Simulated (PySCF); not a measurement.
# Hartree-Fock beside MP2: CClH2OSi anion

These are calculations, not measurements. They come from PySCF 2.14.0, an open-source quantum chemistry program, on an isolated molecule that a program drew, which may never have been made. The molecule is CClH2OSi anion (charge -1, singlet), drawn as the SMILES string `[O-]C=[SiH]Cl`.

The geometry was optimised and harmonic frequencies were computed with HF and MP2, all in the aug-cc-pV(D+d)Z basis, for the commonest isotopes, with a restricted reference for singlets and an unrestricted one otherwise, and a frozen core in MP2. Each result is a local minimum of its method.

Geometry at the HF minimum:
```xyz
6
CClH2OSi anion, angstrom
O     1.2808   -3.3019    2.6040
C     1.5534   -2.1374    2.4425
Si    1.2187   -1.1453    0.7825
Cl    2.5500    0.6207    1.3349
H     1.9636   -1.5839    3.3221
H     2.2855   -1.8833   -0.0067
```

Lengths of the bonds as drawn, in Å (atoms numbered as above):
| bond | HF | MP2 |
|---|---|---|
| O1-C2 | 1.207 | 1.248 |
| C2-Si3 | 1.963 | 1.950 |
| Si3-Cl4 | 2.280 | 2.261 |
| C2-H5 | 1.117 | 1.134 |
| Si3-H6 | 1.518 | 1.525 |

Rotational constants, in GHz:
```
constant,HF,MP2
A,11.76,11.84
B,2.115,2.113
C,1.827,1.828
```

Harmonic frequencies in cm^-1, each column in rising order, so a row needn't be the same motion in every method:
| rank | HF | MP2 |
|---|---|---|
| 1 | 87 | 100 |
| 2 | 167 | 153 |
| 3 | 326 | 319 |
| 4 | 376 | 379 |
| 5 | 597 | 522 |
| 6 | 688 | 660 |
| 7 | 775 | 729 |
| 8 | 1001 | 907 |
| 9 | 1471 | ? |
| 10 | 1835 | 1586 |
| 11 | 2078 | 2031 |
| 12 | 2918 | 2748 |

**Estimate the missing MP2 frequency from the HF column.**

A single factor s that minimises the squared misfit of MP2 against s times HF over the other rows is sum(HF x MP2) / sum(HF^2) = 0.9341, with an rms misfit of 51 cm^-1. For rank 9 it gives 0.9341 x 1471 = 1374 cm^-1. The calculation gives 1356 cm^-1, 18 cm^-1 below the estimate. The drawn bonds are on average 0.8 % longer in MP2 than in HF.
